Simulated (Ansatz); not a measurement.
Mulliken charges of CH$_{3}$CdF, SMILES `[CH3][Cd][F]` from ωB97M-V/def2-TZVPP in Ansatz (PBE0-D4/def2-TZVP geometry).

| atom | x (Å) | y (Å) | z (Å) | charge (e) |
| --- | --- | --- | --- | --- |
| C1 | -0.575 | 0.520 | -0.285 | -0.629 |
| Cd2 | 0.875 | -0.802 | 0.406 | 0.788 |
| F3 | 2.232 | -2.039 | 1.052 | -0.577 |
| H4 | -1.368 | -0.036 | -0.784 | 0.139 |
| H5 | -0.995 | 1.073 | 0.554 | 0.139 |
| H6 | -0.126 | 1.219 | -0.990 | 0.139 |

Task: By hand: the dipole of these point charges (1 e Å = 4.8032 D).

Result: Σ q r = (-0.583, 0.531, -0.277) e Å, of length 0.836 e Å = 4.02 D.

Task: How does the dipole of the full density compare? (An estimate is asked.)

Result: Ansatz gave: (-0.469, 0.427, -0.223) e Å, 3.23 D; the point charges give 1.24 times that, at 0° from its direction.

Point charges leave out the atoms' own dipoles, such as those of lone pairs, and Mulliken's split depends on the basis, so the two needn't agree.
